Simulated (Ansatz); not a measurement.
`C=[CH][SnH2][Br]` + `[Cl][InH][Cl]` → `[Br][SnH3]` + `C=[CH][In]([Cl])[Cl]`  (redistribution)

Gas-phase electronic energies from Ansatz, PBE0-D4/def2-TZVP geometries. CCSD(T)/CBS is the MP2 limit (def2-TZVPP, def2-QZVPP) plus CCSD(T) − MP2 in def2-TZVPP, frozen cores. DFT in def2-TZVPP. Elements past krypton have def2 core potentials. For Br, In, Sn outer-core shells are correlated without core-valence functions, which leaves a few kJ/mol of doubt a bond. Scalar relativity is left out up to krypton. One conformer a species, not always the lowest.

| level | ΔE (kJ/mol) | difference from CCSD(T)/CBS |
| --- | --- | --- |
| r2SCAN0-D4 | -2.9 | -2.3 |
| PBE | -4.6 | -4.0 |
| r2SCAN0 | -3.2 | -2.6 |
| CAM-B3LYP | -4.5 | -3.9 |
| CCSD/def2-SVP | -7.6 | -7.0 |
| MP2/def2-TZVPP | -4.7 | -4.1 |
| CCSD/def2-TZVPP | -4.4 | -3.8 |
| HF/def2-QZVPP | -5.4 | -4.8 |
| MP2/def2-QZVPP | -2.4 | -1.8 |
| MP2/CBS(def2) | -0.9 | -0.3 |
| CCSD(T)/CBS | -0.6 | 0 |

Largest T1 diagnostic among the species: 0.013.

Leaving LDA and LC-ωPBE aside and taking each functional with its dispersion term where it has one, the values, not all of them listed here, spread over 4.2 kJ/mol, from B2PLYP to B97M-V. LDA lies +3.7 kJ/mol from PBE without D4. At CCSD(T), def2-SVP lies −6.9 kJ/mol from the extrapolated value and def2-TZVPP −3.9 kJ/mol.
